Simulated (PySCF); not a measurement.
Br₂In (SMILES [Br][In+][Br]), charge +1, singlet, at a GFN2-xTB geometry (such geometries of metal compounds can be far from the true shape) (core potentials on In).

PySCF was given this input:
```python
from pyscf import gto, scf, dft

mol = gto.M(
    atom='''
In    0.00000000    0.00000000    0.00000000
Br   -0.00000000   -0.00000000   -2.51169977
Br    0.00000000    0.00000000    2.51169977
''',
    basis='def2-svp',
    ecp={'In': 'def2-svp'},
    charge=1,
    verbose=4,
)

mf = dft.RKS(mol)
mf.xc = 'pbe'
mf.kernel()
```

### Question
What nuclear repulsion energy does PBE/def2-SVP run with PySCF give?

### Answer
438.7513 Eh

### Question
Estimate the Mulliken (on the basis functions themselves) charges in atom order that PBE/def2-SVP returns for this input.

### Answer
In1 0.82, Br2 0.09, Br3 0.09

### Question
Give the HOMO energy at the level PBE/def2-SVP.

### Answer
-12.71 eV

### Question
Predict the HOMO-LUMO gap from PBE/def2-SVP.

### Answer
2.09 eV

### Question
Predict the number of basis functions from PBE/def2-SVP.

### Answer
90

### Question
Estimate the total energy that PBE/def2-SVP returns for this input.

### Answer
-5336.8467 Eh
